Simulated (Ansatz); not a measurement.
The first iterations of a band of CH$_{6}$O$_{3}$Si (11 atoms, charge 0, multiplicity 1).

These are results of RKS PBE-D4/def2-SVP in Ansatz, not measurements.

| Item | Value |
| --- | --- |
| movable images | 5 |
| climbing image | yes |
| spring | 5.0 eV/Å² |
| optimiser | quadratic models (default) |
| start path | through a guess of the saddle point |
| force threshold | 0.05 eV/Å |
| iteration limit | 60 |
| end points | relaxed |

Initial state:

```xyz
11
Properties=species:S:1:pos:R:3
O -1.369 -0.245 1.277
Si -0.981 -0.656 -0.325
C 0.800 0.044 -0.475
O 0.600 1.455 -0.453
O 1.543 -0.411 0.640
H -1.397 0.723 1.397
H -1.939 -0.066 -1.325
H -1.003 -2.153 -0.377
H 1.385 -0.275 -1.369
H 1.485 1.866 -0.380
H 0.940 -0.337 1.412
```

Final state:

```xyz
11
Properties=species:S:1:pos:R:3
O -1.232 -0.026 1.312
Si -0.971 -0.473 -0.303
C 0.860 0.077 -0.471
O 0.836 1.457 -0.790
O 1.506 -0.204 0.754
H -1.968 -0.456 1.779
H -1.915 0.223 -1.244
H -1.107 -1.966 -0.473
H 1.422 -0.510 -1.238
H 1.764 1.765 -0.763
H 0.870 0.056 1.457
```

| iteration | highest image above the first end (eV) | largest band force component (eV/Å) |
| --- | --- | --- |
| 1 | 1.824 | 17.979 |
| 2 | 0.195 | 1.118 |
| 3 | 0.119 | 0.340 |
| 4 | 0.111 | 0.134 |
| 5 | 0.089 | 0.177 |

Problem. Does the band converge within its limit, and where does its top end?

Solution. The run converged. It ended after 15 iterations with the highest image 0.027 eV above the first end. The top lies less than 8 meV above the higher end, about what the thresholds resolve: that end is a shoulder or a very shallow well. A vibrational analysis at the climbing image gives one clearly imaginary mode, 90i cm⁻¹: a first-order saddle point.

Time of the run: 110 s on 2 threads of Intel(R) Xeon(R) Platinum 8375C CPU @ 2.90GHz (Ice Lake), with other jobs on the host, peak memory 0.16 GiB.
